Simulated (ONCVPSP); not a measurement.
# Tb ONCV: all-electron and pseudo phase curves

ONCVPSP 4.0.1 input, shortened (lines: element, Z, core and valence counts, functional; n l f; lmax; l rc ep ncon nbas qcut; lloc lpopt rc5 dvloc0; l nproj debl; icmod fcfact rcfact), LDA (Perdew-Zunger), scalar-relativistic:

```
  Tb 65.00   12    2        3      upf
    1    0    2.00
    2    0    2.00
    2    1    6.00
    3    0    2.00
    3    1    6.00
    3    2   10.00
    4    0    2.00
    4    1    6.00
    4    2   10.00
    4    3    8.00
    5    0    2.00
    5    1    6.00
    5    2    1.00
    6    0    2.00
    2
    0    2.85    0.00    4    7    1.90
    1    3.75    0.04    4    7    2.60
    2    3.65    0.00    3    8    4.20
    4    5    2.80    3.00
    0    1    3.20
    1    2    1.00
    2    1    1.60
    0    0.00    0.00
```

In the p channel the program set the typed energies aside and used 0.050, 1.050 Ha.

The phase is arctan(r·R′/R) of the radial function R(r), unwrapped; energies in Ha, scanned from -2 to 5 Ha. A pole is an energy at which the radial function vanishes at the test radius. The pseudo phase is shifted by a multiple of π to meet the all-electron one at the reference energy, and phase errors are pseudo minus all-electron; the curves can meet again beyond the range given. Levels narrower than the energy grid can be missing from the lists of poles.

```tsv
channel	radius (bohr)	reference energy (Ha)	poles, all-electron	poles, pseudo	unbroken range about the reference energy with phases within 0.05 rad	phase error 1 Ha above the reference energy (rad)
s	2.89	-0.16	-1.87, 1.20	0.91, 2.60	-1.6 to 0.8	-0.051
p	3.81	0.05	-1.03, 0.66, 2.87	0.66, 2.39, 4.34	-0.9 to 1.4	-0.000
d	3.70	-0.10	0.04, 1.55, 4.06	0.04, 1.98	below 0.3	+0.181
```

Phases in the s channel:

```tsv
E (Ha)	all-electron	pseudo
-1.98	1.141	-1.812
-1.80	-1.718	-1.830
-1.62	-1.803	-1.852
-1.44	-1.846	-1.880
-1.26	-1.889	-1.916
-1.08	-1.942	-1.966
-0.90	-2.016	-2.039
-0.72	-2.133	-2.154
-0.54	-2.339	-2.358
-0.36	-2.752	-2.763
-0.18	-3.443	-3.443
0.00	-4.008	-4.013
0.18	-4.295	-4.310
0.36	-4.448	-4.471
0.54	-4.541	-4.572
0.72	-4.604	-4.646
0.90	-4.652	-4.710
1.08	-4.691	-4.777
1.26	-4.724	-4.869
1.44	-4.756	-5.067
1.62	-4.788	-6.084
1.80	-4.823	-7.418
1.98	-4.865	-7.655
2.16	-4.920	-7.746
2.34	-5.002	-7.800
2.52	-5.144	-7.839
2.70	-5.456	-7.873
2.88	-6.232	-7.906
3.06	-7.061	-7.942
3.24	-7.401	-7.985
3.42	-7.551	-8.046
3.60	-7.634	-8.145
3.78	-7.686	-8.354
3.96	-7.723	-8.991
4.14	-7.751	-10.129
4.32	-7.773	-10.566
4.50	-7.792	-10.725
4.68	-7.807	-10.805
4.86	-7.821	-10.854
```
